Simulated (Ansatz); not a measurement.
Reaction (formal exchange of groups at a C–S bond): `C[S][Mg][NH2]` + `C[CH2][Mg][NH2]` → `C[CH](C)[Mg][NH2]` + `[NH2][Mg][SH]`

Gas-phase electronic energies from Ansatz, PBE0-D4/def2-TZVP geometries. CCSD(T)/CBS adds triple-zeta CCSD(T) − MP2 to the extrapolated MP2 energy (def2 sets, frozen cores). DFT in def2-TZVPP. B3LYP here is the variant with VWN-RPA as its local correlation; programs differ in this. HSE06 is defined as in plane-wave codes. For Mg outer-core shells are correlated without core-valence functions, which leaves a few kJ/mol of doubt a bond. Each species was taken in one conformer, which may not be the lowest.

```
             level  ΔE (kcal/mol)  difference from CCSD(T)/CBS
            PBE-D4           -4.6                          0.7
         revPBE-D4           -4.5                          0.8
           BLYP-D4           -4.1                          1.2
            B97M-V           -5.5                         -0.2
           PBE0-D4           -4.9                          0.4
          B3LYP-D4           -4.5                          0.8
        r2SCANh-D4           -5.0                          0.3
        r2SCAN0-D4           -5.2                          0.1
          HSE06-D4           -4.8                          0.5
          BHLYP-D4           -4.8                          0.5
      CAM-B3LYP-D4           -5.1                          0.2
            B2PLYP           -4.7                          0.6
          PBE-QIDH           -5.3                          0.0
               PBE           -4.2                          1.1
            revPBE           -3.4                          1.9
            r2SCAN           -4.8                          0.5
              PBE0           -4.6                          0.7
             B3LYP           -4.0                          1.3
           r2SCANh           -4.9                          0.4
           r2SCAN0           -5.0                          0.3
             HSE06           -4.6                          0.7
             BHLYP           -4.5                          0.8
         CAM-B3LYP           -4.8                          0.5
           LC-ωPBE           -4.8                          0.5
RPA@PBE/def2-TZVPP           -5.9                         -0.6
       HF/def2-SVP           -6.1                         -0.8
      MP2/def2-SVP           -8.2                         -2.9
     CCSD/def2-SVP           -8.2                         -2.9
  CCSD(T)/def2-SVP           -8.3                         -3.0
     HF/def2-TZVPP           -4.3                          1.0
    MP2/def2-TZVPP           -5.9                         -0.6
SCS-MP2/def2-TZVPP           -5.4                         -0.1
   CCSD/def2-TZVPP           -6.0                         -0.7
CCSD(T)/def2-TZVPP           -6.0                         -0.7
     HF/def2-QZVPP           -4.3                          1.0
    MP2/def2-QZVPP           -5.5                         -0.2
SCS-MP2/def2-QZVPP           -5.0                          0.3
      HF/CBS(def2)           -4.3                          1.0
     MP2/CBS(def2)           -5.2                          0.1
    CCSD/CBS(def2)           -5.3                          0.0
       CCSD(T)/CBS           -5.3                            0
```

Largest T1 diagnostic among the species: 0.009.

At CCSD(T), def2-SVP lies −3.1 kcal/mol from the extrapolated value and def2-TZVPP −0.7 kcal/mol. Leaving LDA and LC-ωPBE aside and taking each functional with its dispersion term where it has one, the values spread over 1.3 kcal/mol, from B97M-V to BLYP-D4. LDA lies −2.3 kcal/mol from PBE without D4. From BLYP to BHLYP (50 % exact exchange), in def2-TZVPP and without D4, ΔE moves by −1.1 kcal/mol.
